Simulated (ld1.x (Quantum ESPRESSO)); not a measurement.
## Nb (Z = 41): excitation energies, all-electron against ultrasoft

niobium, ultrasoft, made with ld1.x (Quantum ESPRESSO) 7.5 (PBEsol, scalar-relativistic). Core [Ar] 3d10, reference 4s2 4p6 4d4 5s0 5p0 (charge +1). Waves: 4s (bound): rcut 1.60, rcutus 1.80 bohr; 5s (bound, empty): rcut 1.60, rcutus 1.80 bohr; 4p (bound): rcut 1.85, rcutus 2.05 bohr; 5p (bound, empty): rcut 1.85, rcutus 2.05 bohr; 4d (bound): rcut 1.20, rcutus 1.50 bohr; 4d channel at 0.2 Ry: rcut 1.20, rcutus 1.50 bohr. Local part: all-electron potential smoothed inside 2.00 bohr (lloc = -2). Core correction: none. Augmentation charge: PSQ, inside the norm-conserving radii.

Energies are relative to the spin-unpolarised reference configuration 4s2 4p6 4d4 5s0 5p0; without spin polarisation the order of configurations can differ from experiment. The frozen-core shift is the all-electron ΔE with the core orbitals held at their reference shape minus the fully relaxed ΔE.

```csv
valence configuration,charge,ΔE all-electron (eV),error AE − PS (meV),frozen-core shift (meV)
4s2 4p6 4d3 5s0 5p0,+2,14.028,+1.3,-1.4
4s2 4p6 4d2 5s0 5p0,+3,38.725,+8.4,-1.8
4s2 4p6 4d5 5s0 5p0,0,-5.369,-0.4,+0.7
4s2 4p6 4d1 5s0 5p0,+4,75.593,+31,+3.5
4s2 4p6 4d4 5s0.5 5p0,+0.5,-3.999,+0.3,-0.8
```

Problem. What are ΔE and the potential's error for 4s2 4p6 4d3 5s1 5p0?

Solution. ΔE = 0.386 eV all-electron; the error (AE − PS) is -0.1 meV.

Problem. What are ΔE and the potential's error for 4s2 4p6 4d4 5s1 5p0?

Solution. ΔE = -6.652 eV all-electron; the error (AE − PS) is -0.1 meV.

ld1.x printed “convergence not achieved” for 6 of the counted tests; their residual had stalled under 1e-8, short of the target of 1e-14. A variational frozen-core shift is positive and of second order in the change. This column holds negative values, so the frozen-core run of ld1.x carries numerical noise or an error of first order here, and the column gives no more than the rough size of the effect.
